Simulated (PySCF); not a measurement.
Zn(Cl)(SMe) (CH3ClSZn), SMILES C[S][Zn][Cl]. Atoms are numbered in the order given.

```xyz
7

Zn     0.1716    -0.3435     0.0000
Cl    -0.2601    -2.4077     0.0000
S      0.6199     1.7754     0.0000
C     -1.0703     2.4772     0.0000
H     -1.6374     2.1984     0.8987
H     -0.9477     3.5693     0.0000
H     -1.6374     2.1984    -0.8987
```
Charge 0, spin multiplicity 1.

Coordinates come from a PBE0-D3(BJ)/def2-SVP optimisation. The structure was generated by enumeration; whether it is a known compound was not checked. One conformer was computed; it need not be the lowest.

All values below come from PBE/def2-TZVP (PySCF).

ESP charges are fitted to the potential on shells at 1.4 to 2.0 van der Waals radii. Atomic charges (e):

```tsv
atom	ESP fit	Mulliken
Zn1	0.57	0.38
Cl2	(withheld)	-0.29
S3	-0.32	-0.20
C4	(withheld)	-0.34
H5	(withheld)	0.15
H6	(withheld)	0.15
H7	(withheld)	0.15
```

Problem. Some entries are withheld; supply them. (An estimate is asked for; the answer gives what the named calculation found.)

Solution. 
- Cl2, ESP fit: -0.34
- C4, ESP fit: -0.38
- H5, ESP fit: 0.13
- H6, ESP fit: 0.20
- H7, ESP fit: 0.13
